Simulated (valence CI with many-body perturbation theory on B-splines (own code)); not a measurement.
Ru22+: magnetic and hyperfine properties of the levels

Calculated by valence CI with perturbative core correlation (CI+MBPT): four valence electrons over a frozen Dirac-Fock core [Ar], radial functions for each j: 7 s, 7 p, 8 d, 6 f, 4 g, 1 h, with the one-electron correlation potential Σ1, the two-electron term Σ2, the three-electron term Σ3, Breit, model QED; selected CI, second order for the rest, scaled by the run's own slope (own B-spline code, finite nucleus).

No measured spectrum was set against this ion. As an estimate, terms of the open shell hold to 2 to 4 % of their energy, and close levels can change places. Only levels of the ground parity were solved; by the run's estimate the other parity begins above the list, which can be wrong where configurations are misplaced.

A/g_I is the dipole constant over the nuclear g factor μ/I (μ in nuclear magnetons, uniformly magnetised nucleus), B/Q the quadrupole constant per barn. Both hold the static response of the core; the bare values leave it out. Large factors of s and p1/2 electrons are usually good to 5 to 10 %; those of open d and f shells near neutrality can be off by tens of per cent, and small factors of p3/2, d and f electrons come from cancelling terms and can be off by a factor of two or in sign, in half-filled shells by more. B is blank for J = 1/2, where it vanishes, and for nearly pure S terms. Energies count from the lowest level. Levels with J = 0 are left out.

Names give the largest LS component (configuration and term), which can be under half, so a name can repeat, a term be missing and a line seem to break the LS rules; names also repeat where a configuration has a term twice. Letters in brackets count levels of one name in rising energy.

| Level | E (eV) | g | A/g_I (MHz) | A/g_I bare | B/Q (MHz/b) | B/Q bare |
| --- | --- | --- | --- | --- | --- | --- |
| 3d4 5D_1 | 1.940 | 1.496 | 107 | 499 | 3610 | 3690 |
| 3d4 5D_2 | 3.742 | 1.480 | 2270 | 2640 | 2640 | 2710 |
| 3d4 5D_3 | 5.236 | 1.465 | 3990 | 4330 | -2140 | -2200 |
| 3d4 5D_4 | 6.340 | 1.428 | 5530 | 5840 | -9560 | -9800 |
| 3d4 3H_4 | 11.220 | 0.951 | 8480 | 8480 | 3860 | 3960 |
| 3d4 3G_3 | 13.495 | 0.899 | 8880 | 8840 | 1260 | 1290 |
| 3d4 3H_5 | 13.852 | 1.068 | 7770 | 7850 | 7180 | 7360 |
| 3d4 3P_1 [a] | 13.915 | 1.405 | 5380 | 5690 | -527 | -549 |
| 3d4 3F_2 [a] | 14.008 | 0.772 | 8890 | 8770 | 2400 | 2460 |
| 3d4 3H_6 | 14.958 | 1.127 | 7840 | 7950 | 6900 | 7070 |
| 3d4 3G_4 | 16.326 | 1.049 | 7850 | 7910 | -3200 | -3280 |
| 3d4 3P_2 [a] | 17.129 | 1.312 | 5550 | 5800 | 541 | 548 |
| 3d4 3F_4 [a] | 17.261 | 1.107 | 7180 | 7290 | -117 | -120 |
| 3d4 3F_3 [a] | 18.138 | 1.073 | 7770 | 7850 | 402 | 411 |
| 3d4 3D_3 | 19.173 | 1.183 | 5960 | 6120 | 1460 | 1500 |
| 3d4 3G_5 | 19.963 | 1.160 | 6630 | 6770 | -4590 | -4710 |
| 3d4 3P_2 [b] | 20.448 | 1.171 | 8420 | 8560 | 2700 | 2770 |
| 3d4 1I_6 | 21.295 | 1.033 | 7930 | 7980 | 10400 | 10700 |
| 3d4 3D_1 | 21.391 | 0.604 | 11000 | 10700 | 2530 | 2600 |
| 3d4 1G_4 [a] | 24.093 | 1.065 | 6680 | 6760 | 1040 | 1070 |
| 3d4 1D_2 [a] | 25.358 | 1.100 | 7570 | 7660 | 2250 | 2300 |
| 3d4 1F_3 | 26.541 | 1.046 | 7480 | 7550 | 9480 | 9710 |
| 3d4 3P_2 [c] | 28.966 | 1.346 | 5380 | 5650 | 3200 | 3290 |
| 3d4 3F_4 [b] | 30.200 | 1.195 | 5660 | 5830 | 5110 | 5230 |
| 3d4 3F_2 [b] | 31.514 | 0.799 | 10300 | 10200 | 8430 | 8640 |
| 3d4 3F_3 [b] | 31.925 | 1.069 | 8130 | 8200 | 10400 | 10700 |
| 3d4 3P_1 [b] | 32.487 | 1.485 | 1400 | 1780 | -3470 | -3550 |
| 3d4 1G_4 [b] | 34.443 | 1.035 | 8360 | 8410 | 5490 | 5630 |
| 3d4 1D_2 [b] | 42.830 | 0.998 | 7870 | 7910 | -12500 | -12900 |

**Question.** Take the isotope of mass number 99, with I = 5/2, μ = -0.641 μN and Q = 0.079 b. What is the hyperfine structure of 3d4 5D_3?

**Answer.** From the table A = -1020 MHz, B = -169 MHz. Shifts from the centre of gravity in MHz: F = 1/2: 10100, F = 3/2: 8610, F = 5/2: 6120, F = 7/2: 2600, F = 9/2: -1990, F = 11/2: -7690.
